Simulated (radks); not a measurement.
The numbers below are computed, except where a source is named.
Valence configurations of Te II (all share [Kr]). Code: a radial shooting solver on a logarithmic mesh with Libxc functionals. Model: scalar-relativistic Kohn-Sham, PBE, spin-polarised, spherical densities, finite nucleus; open shells are filled with parallel spins first (spin-orbit coupling, left out, can overturn this in heavy ions); Fermi nuclear charge, rms radius 4.7423 fm. Energies are relative to 4d10 5s2 5p3; eigenvalues in eV for spin up.

valence           E (eV)  moment (Bohr magnetons)    e(4d)    e(5p)    e(5s)
4d10 5s2 5p3       0.000                        3  -50.629  -14.531  -24.254
4d10 5s1 5p4       9.867                        3  -52.077  -15.162  -25.127
4d9 5s1 5p5       50.648                        3  -59.080  -16.393  -27.140
4d9 5s2 5p4       40.156                        3  -57.715  -15.803  -26.326
4d9.5 5s2 5p3.5   19.548                        3  -54.180  -15.181  -25.308
4d10 5s0.5 5p4.5  15.793                        2  -52.767  -15.223  -25.244
4d8 5s2 5p5       84.555                        3  -64.746  -16.985  -28.269
4d10 5s1.5 5p3.5   4.924                        3  -51.356  -14.848  -24.693
4d10 5p5          21.371                        1  -53.398  -15.224        -

NIST lists [Kr] 4d10 5s2 5p3 as the ground configuration; this level of theory agrees among the configurations tried. The energies are those of spherical high-spin densities, not of single terms.
